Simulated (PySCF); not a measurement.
**State search for BiTe**

Unrestricted PBE0; Bi cc-pVDZ-PP with ECP60, Te cc-pVDZ-PP with ECP28; scalar-relativistic core potentials (PySCF 2.14). Outer shells of the fragments: Bi 5d10 6s2 6p3; Te 4d10 5s2 5p4.

Followed along the bond (rough minima from three points):

```csv
2Ms+1,unpaired,⟨S²⟩ at the start,R at minimum (Å),Te (eV)
2,π ↑,1.05,2.64,0.00
4,π ↑↑↑,3.76,2.88,0.84
2,π ↑↑↓,1.76,2.88,1.19
6,"σ ↑, π ↑↑↑↑",8.75,none in the scan,≤ 3.29
```

Solutions found at the starting distance of 2.780 Å, counted from the lowest of them; the search is not exhaustive and high or unbound solutions are not listed, so other states can lie among these:

| 2Ms+1 | unpaired | term | E (eV) | ⟨S²⟩ | ⟨Lz²⟩ | μ (D) |
| --- | --- | --- | --- | --- | --- | --- |
| 2 | π ↑ | ²Π | 0.00 | 1.05 | 1.01 | -2.28 |
| 4 | π ↑↑↑ | ⁴Π | 0.76 | 3.76 | 1.00 | -1.11 |
| 2 | π ↑↑↓ | mixed | 1.10 | 1.76 | 3.01 | -1.09 |
| 4 | σ ↑, π ↑↑ | ⁴Σ⁻ | 2.01 | 3.76 | 0.00 | -2.09 |
| 2 | π ↑ | mixed | 2.17 | 0.75 | 3.01 | -1.13 |
| 2 | σ ↓, π ↑↑ | mixed | 2.36 | 1.76 | 0.00 | -2.25 |

A term symbol is given only where ⟨S²⟩ and ⟨Lz²⟩ are close to those of a pure state; real π, δ and φ orbitals otherwise mix terms. A positive dipole means Bi(−)Te(+).

Task: Compare the gap between the two lowest followed solutions at the starting distance with the gap between their minima.

Result: At PBE0 the second solution (quartet, unpaired electrons π ↑↑↑) lies +0.76 eV from the first (doublet, unpaired electrons π ↑) at 2.780 Å and +0.84 eV at the minima; the two curves relax by different amounts, since their minima lie near 2.88 and 2.64 Å.

These are scalar-relativistic numbers at best; spin–orbit coupling would shift them, the dissociation energy most. Counting both spins, an empty level lies below a filled one in some of these solutions, because spin and occupation are held.
